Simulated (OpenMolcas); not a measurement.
**C⁺: terms and fine structure**

```
Program             : OpenMolcas
Method              : SS-RASPT2, IPEA 0.25 Eh, imaginary shift 0.1 Eh (closed shells correlated: 1s 2s)
Basis               : ANO-RCC-VQZP [5s4p3d2f1g]
Scalar Hamiltonian  : DKH2, point nucleus
Active space        : 1 electron in 9 orbitals (RAS2 2p; RAS3 3s 3d, at most 1 electron)
State averaging     : 2S+1 = 2 odd, 3 roots; 2S+1 = 2 even, 6 roots
Spin-orbit coupling : RASSI with atomic mean-field integrals over the reference wave functions, term energies averaged over their components
```

Spin-free terms above the lowest, with the occupations of the reference:

```tsv
Configuration	Term	E (cm-1)	Occupations
2s2 2p	2P*	0.0	2p 1.00
2s2 3s	2S	117930	3s 1.00
2s2 3d	2D	167590	3d 1.00
```

With spin-orbit coupling, above the lowest level:

```csv
Configuration,Term,J,E (cm-1),Measured (cm-1),Term weight %
2s2 2p,2P*,1/2,0.0,0.0,100
2s2 2p,2P*,3/2,63.3,63.4,100
2s2 3s,2S,1/2,117970,116538,100
2s2 3d,2D,3/2,167630,145549,100
2s2 3d,2D,5/2,167630,145551,100
```

Against the 4 measured excited levels shown (NIST Handbook of Basic Atomic Spectroscopic Data) the mean absolute deviation is 11000 cm-1; the largest miss in energy is 2s2 3d 2D 3/2: computed 167630, measured 145549 cm-1 (+15.2 %).

Spin-orbit coupling puts the lowest level 42.2 cm-1 below the lowest spin-free term.

Term energies are means over components that CASPT2 splits; among the terms shown or strongly mixed into the levels shown the widest spread is 680 cm-1 (2s2 3d 2D). ANO sets are built for valence states and can reach diffuse excited orbitals poorly. With one active electron, CASPT2 adds the correlation within the correlated inactive shells and between them and that electron, and leaves the splitting within a term as the reference gives it. Computed and measured levels are paired by configuration, term and J; levels that our copy of the source lacks, or whose pairing is in doubt (as where it misses far off the trend of its configuration), stay unpaired and out of the deviations. Only configurations of the active space appear.

The term weight is that of the spin-free term in the level, not the purity of its configuration. * marks odd parity.
